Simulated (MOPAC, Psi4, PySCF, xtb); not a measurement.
Intermolecular potential of CH2O2 ··· O2S (SMILES O=CO and O=S=O). Monomers: optimised at B3LYP-D3(BJ) (def2-TZVP), held rigid. Orientation: lowest of the rigid-body minima from ten starts at GFN2-xTB. The monomers approach along the line of their centres of mass (distance R); nothing else relaxes.

- AM1, restricted, heats of formation (MOPAC)
- RKS-B3LYP/6-311+G** = restricted B3LYP/6-311+G**, spherical d, no counterpoise correction run with PySCF
- GFN1-xTB (xtb)
- SAPT0/jun-cc-pVDZ, frozen core (Psi4)

Interaction energies in kcal/mol; the last columns give the difference from SAPT0:

```csv
R / Å,AM1,RKS-B3LYP/6-311+G**,GFN1-xTB,SAPT0/jun-cc-pVDZ,AM1 − SAPT0/jun-cc-pVDZ,RKS-B3LYP/6-311+G** − SAPT0/jun-cc-pVDZ,GFN1-xTB − SAPT0/jun-cc-pVDZ
2.51,3.80,9.24,-17.23,-0.30,4.10,9.54,-16.93
2.72,-3.32,-0.01,-16.44,-5.85,2.53,5.84,-10.59
2.89,-5.94,-3.43,-13.50,-7.87,1.93,4.44,-5.63
3.14,-6.12,-5.13,-9.08,-8.47,2.34,3.33,-0.61
3.38,-5.19,-5.06,-6.01,-7.66,2.47,2.60,1.65
3.72,-3.95,-4.08,-3.58,-5.90,1.95,1.82,2.32
4.19,-2.72,-2.68,-2.10,-3.80,1.08,1.12,1.70
4.95,-1.59,-1.35,-1.10,-1.89,0.30,0.54,0.79
5.93,-0.84,-0.64,-0.54,-0.87,0.04,0.24,0.34
7.19,-0.41,-0.29,-0.25,-0.39,-0.01,0.10,0.15
```

AM1 is furthest from SAPT0/jun-cc-pVDZ at 2.51 (4.10 kcal/mol, above); its mean absolute difference over the points is 1.68 kcal/mol.

RKS-B3LYP/6-311+G** is furthest from SAPT0/jun-cc-pVDZ at 2.51 (9.54 kcal/mol, above); its mean absolute difference over the points is 2.96 kcal/mol.

GFN1-xTB is furthest from SAPT0/jun-cc-pVDZ at 2.51 (-16.93 kcal/mol, below); its mean absolute difference over the points is 4.07 kcal/mol.
